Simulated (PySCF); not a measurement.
C2H7F2NSi, SMILES N[SiH2]CC(F)F.

Coordinates come from a PBE0-D3(BJ)/def2-SVP optimisation. This is a generated structure with no PubChem entry under its InChIKey; it may be hypothetical. One conformer was computed; it need not be the lowest.

Calculation: PySCF with PBE0-D3(BJ)/def2-SVP.

Frequencies are harmonic and unscaled.

A small imaginary wavenumber (i) marks a very flat motion, where grid noise or a shallow saddle decides the sign.

Computed harmonic wavenumbers and intensities:
```
mode  ν (cm⁻¹)  IR (km/mol)  Raman (Å⁴/amu)  depolarisation   moving atoms (share of kinetic energy)
----  --------  -----------  --------------  --------------  ---------------------------------------
1          24i          0.7             0.0               –          H 32 %, Si 29 %, F 19 %, N 19 %
2           92          0.1             0.0               –           F 58 %, C 17 %, H 15 %, N 10 %
3          137          0.6             0.3            0.61  F 32 %, Si 26 %, N 14 %, C 14 %, H 14 %
4          179         10.9             1.9            0.75                                   H 98 %
5          224         13.3             2.6            0.64          N 29 %, Si 26 %, H 22 %, F 20 %
6          314        225.7             1.9            0.04                           H 71 %, N 28 %
7          367          0.7             0.2            0.75                   F 45 %, H 38 %, C 16 %
8          473         12.7             1.2            0.75                          H 88 %, Si 10 %
9          517          5.2             2.4            0.50                           F 70 %, C 22 %
10         611         10.1            12.0            0.23          C 49 %, Si 24 %, H 14 %, F 12 %
11         656          2.9             3.8            0.75                                   H 90 %
12         741         60.0             3.4            0.33           C 50 %, F 26 %, H 16 %, Si 8 %
13         854         27.1             8.5            0.57                  N 47 %, H 31 %, Si 21 %
14         860         14.0             2.3            0.75                           H 56 %, C 30 %
15         896        191.4             7.8            0.30                          H 73 %, Si 13 %
16         902         37.4             8.6            0.75                           H 81 %, N 15 %
17         918         74.6            14.9            0.66                           H 86 %, Si 8 %
18         956         31.1             4.6            0.68                           H 57 %, C 31 %
19        1053        129.6             6.5            0.75                   H 56 %, C 21 %, F 21 %
20        1181        104.0             3.2            0.75                   C 48 %, F 26 %, H 25 %
21        1218         70.3             6.6            0.75                   H 53 %, C 34 %, F 13 %
22        1268        119.1             0.7            0.51                           C 58 %, H 40 %
23        1394         48.2            11.0            0.75                           H 75 %, C 24 %
24        1409         26.2             4.7            0.75                           H 79 %, C 19 %
25        1419         58.0             4.0            0.71                           H 78 %, C 22 %
26        1543         42.8             5.9            0.73                           H 89 %, N 10 %
27        2248         85.7           157.7            0.08                                   H 98 %
28        2254        127.7            69.4            0.75                                   H 96 %
29        3068         36.4            80.7            0.72                                   H 93 %
30        3083         33.9           175.0            0.04                                   H 93 %
31        3139          2.7            64.5            0.75                            H 91 %, C 9 %
32        3623         33.1           118.1            0.12                                   H 96 %
33        3723         35.9            68.9            0.75                            H 91 %, N 9 %
```
